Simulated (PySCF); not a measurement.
Isomers C₈H₁₄:

A. `C1[C@H]2CCC[C@@H](C1)C2`
B. `InChI=1S/C8H14/c1-2-8-5-3-7(1)4-6-8/h7-8H,1-6H2`
C. `C1(C=C)CCCCC1`

Spectrum 1. ¹H NMR (500 MHz, computed): δ 1.86 (m, 2H), 1.63 (m, 2H), 1.43 (m, 1H), 1.39 (m, 2H), 1.39 (m, 1H), 1.32 (m, 2H), 1.28 (m, 2H), 1.27 (m, 1H), 1.17 (m, 1H). ¹³C{¹H} NMR (computed): δ 41.5 (CH2), 37.3 (CH), 35.2 (CH2), 30.9 (CH2), 21.4 (CH2).

Spectrum 2. ¹H NMR (500 MHz, computed): δ 5.80 (m, 1H), 5.31 (m, 1H), 5.13 (m, 1H), 1.63 (m, 2H), 1.59 (m, 1H), 1.52 (m, 1H), 1.50 (m, 2H), 1.20 (m, 2H), 1.06 (m, 1H), 0.94 (m, 2H). ¹³C{¹H} NMR (computed): δ 154.9 (CH), 120.1 (CH2), 47.1 (CH), 35.4 (CH2), 28.1 (CH2), 28.1 (CH2).

Spectrum 3. ¹H NMR (500 MHz, computed): δ 1.41 (m, 12H), 1.16 (m, 2H). ¹³C{¹H} NMR (computed): δ 28.5 (CH2), 25.6 (CH).

- shielding tensors at PBE0/pcSseg-1 (GIAO)
- coordinates at the PBE0-D3(BJ)/def2-SVP level
- run in PySCF
- isolated molecule, single conformer, rapidly exchanging positions averaged, non-relativistic Hamiltonian

References, each an isolated molecule treated in the same way: ¹H, ¹³C vs TMS. Where no couplings were computed, multiplicities follow the n + 1 count of equivalent neighbours, and m marks all less simple cases (inequivalent or close neighbours, rings, F or P nearby). Shifts are as computed. Against solution values, carbons near 30 ppm lie about +2 ppm off and those near 130 ppm about +5 ppm. Of 1211 compounds with measured shifts, 218 miss one by over three times the rms of a fit or turn the order of signals round; such compounds aren't used in these exercises.

Match each spectrum to its structure.

## Answers

1–A, 2–C, 3–B.

- Spectrum 1 (A): 5 ¹³C signals; δC 41.5 is an sp3 CH2 in a ring; δC 37.3 is an sp3 CH in a ring.
- Spectrum 2 (C): 6 ¹³C signals; δC 154.9 is an alkene CH; δC 120.1 is a terminal =CH2 carbon.
- Spectrum 3 (B): 2 ¹³C signals; δC 28.5 is an sp3 CH2 in a ring; δC 25.6 is an sp3 CH in a ring.
